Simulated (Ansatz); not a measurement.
`C[Si](C)(C)[O][Ti]([F])([F])[F]` and `C[Si](C)(C)[O][Cu]` differ in one atom or group.

Ansatz, PBE0-D4/def2-TZVP geometries, multiplicity 1. Each molecule was computed in one conformer, which needn't be the lowest.

Scalar relativity is left out up to krypton.

```json
{"property": "HOMO–LUMO gap (ωB97M-V/def2-TZVPP) / eV", "`C[Si](C)(C)[O][Ti]([F])([F])[F]`": "11.18"}
{"property": "LUMO energy (PBE0/def2-TZVPP) / eV", "`C[Si](C)(C)[O][Ti]([F])([F])[F]`": "-2.11"}
{"property": "size of the dipole moment (B3LYP/def2-TZVPP) / D", "`C[Si](C)(C)[O][Ti]([F])([F])[F]`": "3.58"}
{"property": "HOMO–LUMO gap (B3LYP/def2-TZVPP) / eV", "`C[Si](C)(C)[O][Ti]([F])([F])[F]`": "6.12"}
{"property": "size of the dipole moment (ωB97M-V/def2-TZVPP) / D", "`C[Si](C)(C)[O][Ti]([F])([F])[F]`": "3.42"}
{"property": "LUMO energy (B3LYP/def2-TZVPP) / eV", "`C[Si](C)(C)[O][Ti]([F])([F])[F]`": "-2.44"}
```

Problem. Give the same properties after the change, and the shifts. (Best estimate.)

Solution. Ansatz gave: 
| property | `C[Si](C)(C)[O][Cu]` | shift |
| --- | --- | --- |
| HOMO–LUMO gap (ωB97M-V/def2-TZVPP) / eV | 7.98 | -3.20 |
| LUMO energy (PBE0/def2-TZVPP) / eV | -2.76 | -0.65 |
| size of the dipole moment (B3LYP/def2-TZVPP) / D | 4.18 | 0.60 |
| HOMO–LUMO gap (B3LYP/def2-TZVPP) / eV | 3.48 | -2.64 |
| size of the dipole moment (ωB97M-V/def2-TZVPP) / D | 4.73 | 1.31 |
| LUMO energy (B3LYP/def2-TZVPP) / eV | -3.19 | -0.75 |

With PBE0 the HOMO rises by 1.95 eV and the LUMO falls by 0.65 eV, so the gap narrows by about 2.60 eV. PBE moves the HOMO by 2.00 eV and ωB97M-V by 1.84 eV. Dipoles are sizes alone; their direction can turn.

Positive LUMOs are unbound, so they and the gaps depend on the basis.

B3LYP here is the variant with VWN-RPA as its local correlation; programs differ in this.
